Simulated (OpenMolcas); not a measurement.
Pr3+: from CASSCF to CASPT2

```yaml
Program: OpenMolcas 26.06
Basis: ANO-RCC-VQZP [9s8p6d4f3g2h]
Scalar_Hamiltonian: DKH2, point nucleus
Active_space: 2 electrons in 14 orbitals (4f 5f)
State_averaging: 2S+1 = 3 even, 21 roots; 2S+1 = 1 even, 27 roots
Spin-orbit_coupling: state interaction with AMFI integrals over the reference wave functions, term energies averaged over their components
```

Methods on the same reference wave functions:
A. CASSCF
B. SS-CASPT2, IPEA 0.25 Eh, imaginary shift 0.1 Eh (closed shells correlated: 5s 5p)

Energies in cm⁻¹ above 4f² ³H₄, the measured ground level; measured values from Martin, Zalubas and Hagan, Atomic Energy Levels: The Rare-Earth Elements, NSRDS-NBS 60 (1978).

```tsv
Level	A	B	Measured
4f² ³H₄	0.0	0.0	0.0
4f² ³H₅	2296	2310	2152
4f² ³H₆	4716	4730	4389
4f² ³F₂	6694	5350	4997
4f² ³F₃	8156	6860	6415
4f² ¹D₂	22931	19010	17334
4f² ¹I₆	27379	25290	22212
4f² ³P₀	28909	24180	21390
4f² ³P₁	29306	24580	22007
4f² ³P₂	30493	25820	23161
```

Deviations, from unrounded energies. A percentage is the sum of absolute deviations over the sum of measured energies, with the sign that they share, or ± where signs differ.

| Against measurement | Levels | A | B |
| --- | --- | --- | --- |
| mean absolute deviation (cm-1) | 9 | 4100 | 1600 |
| fine structure of the ground term (%) | 2 | +7.2 | +7.7 |
| other terms of the ground configuration (%) | 7 | +30.9 | +11.6 |

B lies closest to measurement on these levels. The largest miss of B in the table is 4f² ¹I₆, by +3100 cm-1. The ranking rests on the paired levels alone, and a cruder setting can come out closer through cancelling errors.

From A to B the spin-free energies of the other terms of 4f² shown, above ³H, scale by factors of 0.78 to 0.91, as is usual when dynamic correlation screens the repulsion within a d or f shell.

The lowest spin-free term lies below A's lowest term by 0.261 hartree in B.

CASPT2 breaks the degeneracy within a term, and the mean is taken; among the terms shown or strongly mixed into the levels shown the widest spread is 940 cm-1 (4f² ¹I, B). Active for correlation alone: 5f; no level in the range computed is led by a configuration that fills it, so any true level of that kind is missing. Without dynamic correlation excited terms often stand tens of per cent too high (terms of higher spin than the ground term too low), and those without a measured partner can miss by more than the paired ones (holds for A). The CASPT2 spread within a term exceeds the gap to the next term for 4f² ³P and 4f² ¹I, so the order of their levels is uncertain (holds for B). Computed and measured levels are paired by configuration, term and J; levels that our copy of the source lacks, or whose pairing is in doubt (as where it misses far off the trend of its configuration), stay unpaired and out of the deviations. Levels of configurations outside the active space are missing. Levels that lie high or do not pair safely by name in every column are left out.
